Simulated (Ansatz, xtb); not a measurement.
Two structures of H4NO3V

We compare I, a singlet given by its coordinates, with II, a singlet given by its coordinates. Both are isolated molecules in the gas phase, relaxed with PBE0-D4/def2-SVP.

I (Å):

```xyz
9

N    -0.6079   -0.3795   -1.2041
O     1.6985    0.9289   -0.7215
O     1.1705   -1.0372    1.0505
O    -0.2756    1.4747    1.0469
V     0.5343    0.2673    0.0446
H    -1.3609   -1.0361   -1.0145
H    -0.4723   -0.2541   -2.2029
H     0.6183   -1.4294    1.7371
H    -1.2165    1.4193    1.2467
```

Close contacts (Å): N1–V5 1.81, O2–V5 1.54, O3–V5 1.77, O4–V5 1.77, N1–H6 1.02, N1–H7 1.02, O3–H8 0.96, O4–H9 0.96, V5–H6 2.53, V5–H7 2.52, V5–H8 2.40, V5–H9 2.42.

II (Å):

| atom | x (Å) | y (Å) | z (Å) |
| --- | --- | --- | --- |
| N | -0.7099 | 0.9109 | 1.0451 |
| O | 1.3733 | 1.1253 | -0.6190 |
| O | 1.3498 | -1.1006 | 1.1180 |
| O | -0.6319 | -0.7392 | -1.3531 |
| V | 0.4587 | 0.1289 | 0.1820 |
| H | -1.5489 | -0.4376 | -1.3118 |
| H | -0.2882 | -0.4897 | -2.2215 |
| H | 1.0325 | -1.3447 | 1.9941 |
| H | -0.9469 | 1.9006 | 1.1491 |

Close contacts (Å): N1–V5 1.65, O2–V5 1.57, O3–V5 1.78, O4–V5 2.07, N1–H9 1.02, O3–H8 0.96, O4–H6 0.97, O4–H7 0.97, V5–H6 2.57, V5–H7 2.59, V5–H8 2.41, V5–H9 2.46.

Question: Estimate E(II) − E(I) at the level CCSD(T)/def2-SVP + ΔMP2/def2-TZVPP.

Answer: Calculated at CCSD(T)/def2-SVP + ΔMP2/def2-TZVPP: E(II) − E(I) = +0.904 eV, so structure I lies lower.

How the difference moves with the method:

```json
{"level": "PBE0-D4/def2-SVP", "geometry": "PBE0-D4/def2-SVP", "E(II) − E(I) (eV)": "+1.297", "departure from the last row (eV)": "+0.394", "job, with rough time for the two": "optimisation, 66 s"}
{"level": "HF/def2-SVP", "geometry": "PBE0-D4/def2-SVP", "E(II) − E(I) (eV)": "+1.225", "departure from the last row (eV)": "+0.321", "job, with rough time for the two": "part of the CCSD(T) run"}
{"level": "MP2/def2-SVP", "geometry": "PBE0-D4/def2-SVP", "E(II) − E(I) (eV)": "+0.739", "departure from the last row (eV)": "−0.165", "job, with rough time for the two": "part of the CCSD(T) run"}
{"level": "CCSD(T)/def2-SVP", "geometry": "PBE0-D4/def2-SVP", "E(II) − E(I) (eV)": "+0.925", "departure from the last row (eV)": "+0.022", "job, with rough time for the two": "single point"}
{"level": "CCSD(T)/def2-SVP + ΔMP2/def2-TZVPP", "geometry": "PBE0-D4/def2-SVP", "E(II) − E(I) (eV)": "+0.904", "departure from the last row (eV)": "", "job, with rough time for the two": "single point, 43 s"}
```

The levels shown agree on the order. The largest departure from CCSD(T)/def2-SVP + ΔMP2/def2-TZVPP is that of PBE0-D4/def2-SVP, 0.394 eV. Levels run at GFN2-xTB geometries aren't shown. The last row adds to CCSD(T) the change of the MP2 difference between the two basis sets, here −0.022 eV.

With harmonic frequencies from PBE0-D4/def2-SVP (ideal gas, rigid rotor, one conformer each, 298.15 K, 1 atm): on the last row, ΔE + ΔZPE = +0.929, ΔH = +0.930, ΔG = +0.921 eV.

The T1 diagnostic of structures I and II is large, so the coupled-cluster value is less sure. The correlated steps freeze 9 core orbitals. Codes used: Ansatz 0.2.0; the last row on 2 threads of Intel(R) Xeon(R) Platinum 8375C CPU @ 2.90GHz (Ice Lake) on a shared host.
